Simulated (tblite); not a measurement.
Question: Give a GFN2-xTB geometry of `F[SiH2]C(=O)OC`.

Answer: 
```
atom  x, y, z in Å
C1    -1.9922    0.1544    0.1345
O2    -0.6024    0.4632    0.1489
C3     0.2452   -0.5091   -0.1960
O4    -0.1091   -1.6139   -0.5261
Si5    2.0460    0.1443   -0.1059
F6     2.1689    0.9137    1.3003
H7    -2.2006   -0.6663    0.8236
H8    -2.2996   -0.1435   -0.8702
H9    -2.5110    1.0576    0.4442
H10    2.9915   -0.9545   -0.0548
H11    2.2686    1.1567   -1.1244
```

Orientation and origin are arbitrary. Atoms count from 1 in this order. Of the pairs four or more bonds apart, O4···H8 is among the closest relative to their van der Waals radii: 2.66 Å, 98 % of the sum of Bondi's values. Si5 (fluorine-bound silicon) is distorted tetrahedral (angles from 105.5° to 116.9°). The C–O distances run from 1.206 Å (C3=O4, drawn double) to 1.424 Å (C1–O2, drawn single), a spread of 0.218 Å.

Bonds between heavy atoms (Å): C1–O2 1.424, O2–C3 1.335, C3=O4 1.206, C3–Si5 1.918, Si5–F6 1.608.

Computed geometry: GFN2-xTB, gas phase.

Point group: C1 (no symmetry element, even within 0.4 Å). Its lowest GFN2-xTB frequency is 13 cm⁻¹, too small to tell a flat minimum from a shallow saddle. One conformer, not necessarily the lowest (C1–O2–C3–O4 1°, O2–C3–Si5–F6 47°).

Hardware: an Arm Neoverse V2 with one thread, shared host with 32 logical CPUs at a one-minute load of 40. Cost: 0.14 s. That covers the optimisation of the geometry.
